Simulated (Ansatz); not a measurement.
Coupled-cluster diagnostics for Te2Pb3⁺, Ansatz.

Geometry of the doublet (PBE0-D4/def2-SVP):

```tsv
atom	x (Å)	y (Å)	z (Å)
Pb1	1.377	1.481	0.594
Pb2	-0.605	-0.826	1.833
Pb3	-0.672	-0.573	-2.079
Te4	1.483	-1.418	-0.291
Te5	-1.583	1.336	-0.057
```

In the def2 sets Pb, Te take a core potential; there is no spin–orbit coupling. Correlated methods freeze 20 core orbitals; core or outer-core shells of Pb, Te are correlated, in sets that lack core-valence functions. The structure comes from a short search, and lower isomers may exist.

(1) Estimate the CCSD(T) correlation energy, the shares of MP2 and (T), T1 and the reference's ⟨S²⟩ for: charge 1, doublet, own geometry in def2-SVP; and the rough time on 4 threads of AMD EPYC on a shared host.

## Answers

(1) 
```csv
state,basis,correlation (eV),MP2 share (%),(T) share (%),T1,⟨S²⟩ (pure),wall time
"charge 1, doublet, own geometry",def2-SVP,-14.977,90.9,5.2,0.016,0.76 (0.75),7.4 min
```
Customary marks for T1 are 0.02 (closed shells), 0.045 (open shells) and about 0.05 (3d metals). T1 stays under 0.02 throughout.
